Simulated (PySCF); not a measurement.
These 2 structures share the formula CH6NOPSi. Theory: PySCF, PBE0-D3(BJ)/def2-SVP geometry optimisation, gas phase. One conformer each; no zero-point energy, no entropy. No frequencies were run at this level. Point groups hold within 0.08 Å.

Task: Rank from lowest to highest electronic energy at this level (kJ/mol).
A. `[NH2:1][C:2](=[O:3])[SiH2:4][PH2:5]` with N1–C2–Si4–P5 17°, C2–Si4–P5–H 84° and 179°
B. `[CH2:1]=[N:2][Si@@H:3]([OH:4])[PH2:5]` with C1–N2–Si3–O4 129°, N2–Si3–O4–H 43°, N2–Si3–P5–H -32° and 62°

Result: B (0.0), A (44.0).

As drawn, the lower has a C=N bond, an O–H bond and an Si–O bond, which the higher lacks; the higher has a C=O bond, an N–H bond and a C(=O)–N unit, which the lower lacks.

```tsv
SMILES	E (Eh)	E rel (kJ/mol)	dipole (D)	point group	A, B, C (MHz)
C=N[Si@@H](O)P	-801.80692	0.0	2.19	C1	3934, 2187, 1544
NC(=O)[SiH2]P	-801.79018	44.0	2.85	C1	5898, 1717, 1383
```

Task: How do the relative energies change in single points at B3LYP/pcSseg-2 (no added dispersion term) on the same geometries?

Result: 
```tsv
SMILES	PBE0-D3(BJ)/def2-SVP (kJ/mol)	B3LYP/pcSseg-2 (kJ/mol)	shift
C=N[Si@@H](O)P	0.0	0.0	0.0
NC(=O)[SiH2]P	44.0	93.3	+49.3
```

Each column counts from its own lowest isomer. The order is unchanged; the largest shift is 49.3 kJ/mol.
